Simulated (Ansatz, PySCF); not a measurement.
Donor–acceptor adduct: BH3 (SMILES B) (first 4 atoms) with AsH3 (SMILES [AsH3]); geometry from B3LYP-D3(BJ)/def2-TZVP, rigid monomers moved along the line of their centres of mass till B1···As5 is 3.76 Å.
(charge 0, multiplicity 1):
```xyz
8

B     -0.00516    -0.05977     0.62956
H     -0.86618     0.77756     0.57872
H     -0.35292    -1.18244     0.37704
H      1.06646     0.26575     0.19285
As     0.67905    -0.26248     4.32482
H     -0.44301    -0.65238     5.25662
H      1.15174     0.97368     5.05129
H      1.72741    -1.22771     4.82340
```

Monomers are frozen at their geometry in the pair; levels with a basis set take the counterpoise correction.

Correlated levels freeze the cores. Filled d and f shells under p-block atoms count as core. CBS: X⁻³ extrapolation of the correlation energy, Hartree–Fock from the larger set.

Codes used: Ansatz (Gaussian orbitals); PySCF for the dispersion terms. 

The comparison value is -3.17 kcal/mol (CCSD(T)/CBS(aug-cc-pVDZ, aug-cc-pVTZ)). It is a level with limits of its own, not the exact answer.

**Question.** Order these levels by how close they come to the comparison value for the interaction energy, closest first: r2SCAN-D3(BJ)/def2-TZVPPD, PBE-D4/def2-TZVPPD, wB97M-V/def2-TZVPPD. Give each level's value less the comparison value.

**Answer.** wB97M-V/def2-TZVPPD (-0.16 kcal/mol), r2SCAN-D3(BJ)/def2-TZVPPD (-0.53 kcal/mol), PBE-D4/def2-TZVPPD (-1.03 kcal/mol)

Ansatz is a first-principles code.
